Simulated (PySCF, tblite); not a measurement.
A set of runs on `C=C[C@@H](Cl)/C(F)=C(\Cl)Br`; the geometry of each is named by its level. Settings lines and outputs come from a driver script.

C5H4BrCl2F.
Numbering: `[CH2:1]=[CH:2][C@@H:3]([Cl:4])/[C:5]([F:6])=[C:7](\[Cl:8])[Br:9]` (hydrogens: H10, H11 on C1; H12 on C2; H13 on C3)

Step 1: GFN2-xTB geometry optimisation, gas phase (tblite 0.8.0) (from a force-field or distance-geometry start)
```json
{"job": {"kind": "relax", "xc": "GFN2-xTB", "basis": "xTB"}, "charge": 0, "multiplicity": 1}
```
```
step      E/eV     max force
  0    -831.20967    4.433
  1    -831.75363    2.695
  2    -832.15643    2.224
...
109    -832.61072    0.017
110    -832.61075    0.022
111    -832.61079    0.019
112    -832.61082    0.013
113    -832.61084    0.010
```

Energy lowered by 32.3 kcal/mol over 113 steps; largest atomic force 0.010 eV/Å at the end. «max force» is the largest atomic force in eV/Å.

Hardware: one thread of an Arm Neoverse V2, shared host with 96 logical CPUs at a one-minute load of 58. Cost: 1.0 s of wall time.

Step 2: GFN2-xTB harmonic vibrations, gas phase (tblite 0.8.0) (on the GFN2-xTB geometry)
```json
{"job": {"kind": "ir", "xc": "GFN2-xTB", "basis": "xTB"}, "charge": 0, "multiplicity": 1}
```
```
(table of modes left out)
```

33 modes from 43 to 3142 cm⁻¹ (unscaled, harmonic); zero-point energy 46.7 kcal/mol; all wavenumbers are real at this level.

Time: 0.56 s. Hardware: Arm Neoverse V2, one thread, shared host with 96 logical CPUs at a one-minute load of 58.

Step 3: TDDFT PBE0/def2-SVPD, vertical, gas phase, core orbitals frozen in the response (PySCF 2.14.0, density-fitted response routines) (on the GFN2-xTB geometry)
```json
{"job": {"kind": "uv", "xc": "PBE0", "basis": "def2-SVPD", "nstates": 8, "ntriplets": 3}, "charge": 0, "multiplicity": 1}
```
```
...
Static polarisability (au): isotropic 112.945, principal 92.446 103.566 142.825
Singlet excitations
state   eV       nm        f      main configurations
  1   4.9683    249.6   0.06596   H->L+1 0.54, H->L 0.42
  2   5.1693    239.8   0.15672   H->L 0.53, H->L+1 0.43
  3   5.7185    216.8   0.02695   H-1->L 0.53, H-2->L 0.31
  4   5.8574    211.7   0.02199   H-2->L 0.47, H-1->L 0.25, H-4->L 0.13
  5   6.0336    205.5   0.02067   H->L+3 0.76, H->L+2 0.14
  6   6.0842    203.8   0.00347   H-3->L 0.76, H-2->L 0.16
  7   6.2354    198.8   0.00889   H-2->L+1 0.66, H-3->L+1 0.24
  8   6.2868    197.2   0.05788   H-4->L 0.71, H-1->L 0.12
Triplet excitations (Tamm-Dancoff, eV): 3.5601 4.2460 4.5446
```

HOMO -7.42 eV, LUMO -1.57 eV; lowest singlet 4.97 eV; lowest triplet 3.56 eV (Tamm–Dancoff); mean polarisability 112.9 au.

The run took 76 s on Arm Neoverse V2, one thread, shared host with 96 logical CPUs at a one-minute load of 47, and the process peaked at 1.0 GiB of memory.

Geometry of the electronic-property runs (GFN2-xTB):
```
atom  x, y, z in Å
C1    -2.2467    0.6483   -0.0344
C2    -1.1508    0.0628   -0.4806
C3    -0.0851   -0.4639    0.4263
Cl4   -0.0456   -2.2707    0.2969
C5     1.2716    0.0864    0.1224
F6     1.7675    0.8608    1.1063
C7     2.0074   -0.0869   -0.9776
Cl8    1.5033   -1.0464   -2.2984
Br9    3.7060    0.7299   -1.1450
H10   -2.4315    0.7891    1.0177
H11   -3.0023    1.0128   -0.7078
H12   -0.9806   -0.0803   -1.5369
H13   -0.3175   -0.2414    1.4709
```

 (This holds for the electronic-property runs.)

One conformer stands for the species.
